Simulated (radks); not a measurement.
The numbers below are computed, except where a source is named.
Cd V, configuration [Kr] 4d8.

Level of theory: Dirac Kohn-Sham, PBE, spin-unpolarised, spherical densities, point nucleus; open shells fill j = l - 1/2 first (a radial shooting solver on a logarithmic mesh with Libxc functionals).

Energy parts (Ry):
| part | energy |
|---|---|
| total | -11183.41225 |
| kinetic | 11728.14761 |
| electron-nucleus | -26959.63930 |
| Hartree | 4353.99624 |
| exchange-correlation | -305.91680 |

Orbitals (lengths in bohr, moments of r in powers of bohr; r(max) is where P^2 peaks):
orbital  occ.  eigenvalue (Ry)   r(max)      <r^4>
1s1/2       2        -1952.478  0.01967  4.064e-06
2s1/2       2        -293.2549   0.1113  0.0007160
2p1/2       2        -273.2762  0.08597  0.0004648
2p3/2       4        -259.1306  0.09031  0.0005392
3s1/2       2        -57.94267   0.3240    0.03297
3p1/2       2        -49.93939   0.3104    0.03242
3p3/2       4        -47.41173   0.3204    0.03647
3d3/2       4        -33.25709   0.2641    0.03234
3d5/2       6        -32.74330   0.2670    0.03357
4s1/2       2        -11.71105   0.7935      1.094
4p1/2       2         -9.11759   0.8251      1.462
4p3/2       4         -8.67536   0.8492      1.648
4d3/2       4         -4.62711   0.9506      4.082
4d5/2       4         -4.56608   0.9597      4.249

The highest occupied level is 4d5/2 at -62.125 eV. Summed over all electrons, <r^2> = 22.89 bohr^2, which gives a Langevin (diamagnetic) susceptibility term of -18.1 x 10^-6 cm^3/mol. The density falls to 0.001 e/bohr^3 at r = 2.86 bohr.
